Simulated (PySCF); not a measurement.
C₂H₇Si, SMILES C[SiH]C (connectivity only; charge and spin as stated), charge +1, multiplicity 1. Heavy atoms are numbered as in [CH3:1][SiH:2][CH3:3]. Hydrogens are named by the atom that carries them.

Coordinates come from a PBE-D3(BJ)/def2-SVP optimisation. The spin state was assumed, not searched. The isomer is the one that the SMILES or the coordinates give; other isomers of the formula were not compared.

Calculation: ωB97X/def2-TZVPD run with PySCF.

ESP charges are fitted to the potential on shells at 1.4 to 2.0 van der Waals radii. Atomic charges (e), one atom of each kind:

```
atom       ESP fit    IAO
---------  -------  -----
C1 (CH3)     -0.68  -0.75
Si2 (SiH)     1.02   1.27
H on C1       0.23   0.22
H on Si2     -0.06  -0.05
```
